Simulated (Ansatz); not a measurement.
Input file for CCl3NSi (`N#C[Si](Cl)(Cl)Cl`):

```yaml
crystal:
  periodic: [false, false, false]
  atoms:
    - {symbol: N, position_ang: [1.846652, -1.377243, 0.973805]}
    - {symbol: C, position_ang: [0.997199, -0.746052, 0.520738]}
    - {symbol: Si, position_ang: [-0.355216, 0.258463, -0.200935]}
    - {symbol: Cl, position_ang: [-1.737887, -1.001747, -0.947543]}
    - {symbol: Cl, position_ang: [0.429857, 1.406866, -1.657698]}
    - {symbol: Cl, position_ang: [-1.138504, 1.395812, 1.265432]}
basis:
  gaussian: {orbitals: def2-TZVPP}
correlation: {method: ccsd_t}
output: {orbitals: {seedname: orbitals}}
```

```sh
$ ansatz run in.yaml --threads 4 --pin off --events-out ev --progress --plain --max-ram 10444MiB
```

The program prints (abridged):

```
Functional definition: HF
1399 factors; integrals over basis functions are off by at most 6.8e-4 eV
mean field evaluation 1: about -47888.0856 eV, gradient 3.6e1 eV
mean field evaluation 2: about -47888.5163 eV, gradient 3.6e1 eV
mean field evaluation 4: about -47891.8921 eV, gradient 4.1e0 eV
mean field evaluation 8: about -47891.9755 eV, gradient 4.7e-1 eV
mean field -47891.97629527 eV, -1759.9976665036 hartree, gradient 1.9e-6 eV, S^2 0.000000; 0 other end points of the search recorded, 0 dependent functions left out
22 core orbitals not correlated: weight in the atoms' cores, before any rotation towards them, 1.000 or more for the frozen orbitals, at most 0.000 for the correlated occupied ones
reference -47891.97629527 eV, -1759.9976665036 hartree; 17, 17 occupied and 191, 191 virtual orbitals, 1399 factors
second order -27.34842002 eV of doubles, -0.00000000 eV of singles
cycle   1  -27.69691038 eV  change   -3.5e-1 eV  update   1.2e-1
cycle   2  -28.39514095 eV  change   -7.0e-1 eV  update   3.6e-2
cycle   3  -28.54683207 eV  change   -1.5e-1 eV  update   1.6e-2
cycle   4  -28.53807615 eV  change    8.8e-3 eV  update   4.0e-3
cycle   5  -28.53955513 eV  change   -1.5e-3 eV  update   1.8e-3
cycle   6  -28.54060432 eV  change   -1.0e-3 eV  update   4.5e-4
cycle   7  -28.54064521 eV  change   -4.1e-5 eV  update   1.5e-4
cycle   8  -28.54073090 eV  change   -8.6e-5 eV  update   3.9e-5
cycle   9  -28.54075171 eV  change   -2.1e-5 eV  update   1.5e-5
perturbative correction -1.40066801 eV, -0.0514736000 hartree
Total energy: -47921.91771498 eV, -1761.0979933831 hartree
```

It took 30 s on 4 threads of an Intel Xeon 6975P-C on a shared host, with 3.9 GiB of host memory at the peak.

The correlation energy is -29.941 eV, 4.7 % of it from (T); the T1 diagnostic reads 0.0109.
